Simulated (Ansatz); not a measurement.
Job for Ansatz (a first-principles code): R-r2SCAN/def2-TZVPP on C4H10O (SMILES CCC(C)O).

Ansatz 0.2 input:
```yaml
crystal:
  periodic: [false, false, false]
  atoms:
    - {symbol: C, position_ang: [-1.78463793, 0.04608723, 0.05268099]}
    - {symbol: C, position_ang: [-0.49428746, 0.63886358, -0.50759708]}
    - {symbol: C, position_ang: [0.76169447, 0.25439774, 0.27353759]}
    - {symbol: C, position_ang: [1.07275822, -1.22979312, 0.22926057]}
    - {symbol: O, position_ang: [1.91222492, 0.91851488, -0.25965676]}
    - {symbol: H, position_ang: [-1.79687118, -1.04144256, -0.03062882]}
    - {symbol: H, position_ang: [-2.65405350, 0.42660821, -0.48536205]}
    - {symbol: H, position_ang: [-1.91049273, 0.30077726, 1.10802846]}
    - {symbol: H, position_ang: [-0.35623752, 0.33811506, -1.55027029]}
    - {symbol: H, position_ang: [-0.57413303, 1.73220833, -0.50590992]}
    - {symbol: H, position_ang: [0.62369749, 0.55577451, 1.32259233]}
    - {symbol: H, position_ang: [1.17516932, -1.56285202, -0.80573257]}
    - {symbol: H, position_ang: [0.28492489, -1.81133524, 0.70817607]}
    - {symbol: H, position_ang: [2.01054953, -1.42958537, 0.74777072]}
    - {symbol: H, position_ang: [1.72969448, 1.86366154, -0.29688923]}
basis:
  gaussian:
    orbitals: def2-TZVPP
hamiltonian:
  xc: {name: r2SCAN}
scf: {lower_state_search: off}
```

It printed:

```
WARN ansatz: RAYON_NUM_THREADS=1 ignored (pool sized by the plan → 1); use --threads N
Functional definition: r2SCAN
these checks for a lower state are left out or cut short: stability, starts, cluster_reference, orbital_swaps, neighbouring_geometries, increment
integrals: 0.23 GiB planned
1461 factors; their error is unknown
mean field: 1.80 GiB planned
mean field evaluation 1: about -6341.8722 eV, gradient 8.3e1 eV
mean field evaluation 2: about -6326.4597 eV, gradient 1.2e2 eV
mean field evaluation 4: about -6357.1874 eV, gradient 7.2e0 eV
mean field evaluation 8: about -6357.2889 eV, gradient 3.1e-1 eV
mean field evaluation 16: about -6357.2432 eV, gradient 3.4e-4 eV
mean field -6357.24316911 eV, -233.6243773706 hartree, gradient 3.0e-6 eV, S^2 0.000000; 0 other end points of the search recorded, 0 dependent functions left out
reference -6357.24318172 eV, -233.6243778342 hartree; 21, 21 occupied and 274, 274 virtual orbitals, 1461 factors
Total energy: -6357.24318172 eV, -233.6243778342 hartree
Checks for a lower state left out: stability, starts, cluster_reference, orbital_swaps, neighbouring_geometries, increment
```

The run converged.

Cost: roughly 9 core-seconds.
